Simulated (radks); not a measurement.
Numerical settings for the neodymium ion Nd3+, [Xe] 4f3. Calculated with a radial shooting solver on a logarithmic mesh with Libxc functionals: Dirac Kohn-Sham, LDA (Slater exchange, Perdew-Wang correlation), spin-unpolarised, spherical densities, finite nucleus; open shells fill j = l - 1/2 first; Fermi nuclear charge, rms radius 4.9123 fm. The defaults (mesh step 0.008 in ln r, mesh end at 40 bohr or more with all orbitals vanishing there, Anderson mixing 0.5 over 9 steps, residual threshold near 1e-9 with the energy settled to 1e-9 hartree or 1e-11 of itself, here a cap of 70 iterations) give E = -9621.0266 hartree and 4f5/2 at -31.265 eV in 14 iterations. Run on one thread of a shared host, so times are rough (Arm Neoverse V2): 0.12 s of CPU time, 0.12 s wall, 14 iterations on 2213 mesh points. Changes against that run (0 stands for a change within the tolerance of the run):

setting,iterations,converged,E (mhartree),e(4f5/2) (meV),CPU (s)
mesh step in ln r 0.003,14,yes,0,0,0.31
mesh step in ln r 0.05,14,yes,+0.0929,-0.0447,0.03
mesh step in ln r 0.012,14,yes,0,0,0.08
mesh end (bohr) 5,14,yes,+1.93,+65.2,0.11
mesh end (bohr) 8,14,yes,0,+0.026,0.12
residual threshold 1e-05,10,yes,0,-0.457,0.1
residual threshold 0.001,9,yes,0,-1.48,0.09
mixing 1.5,15,yes,0,0,0.13
"linear mixing, mixing 0.2",70,no,0,0,0.42
"linear mixing, mixing 1",70,no,+2.89e+04,+2.31e+04,1.2
mixing history 2,18,yes,0,0,0.14
iteration cap 8,8,no,0,-1.48,0.07

Settings that end as converged yet miss the energy by more than 1 mhartree: mesh end (bohr) 5 (+0.00193 hartree). A mesh that ends early acts as a hard wall.
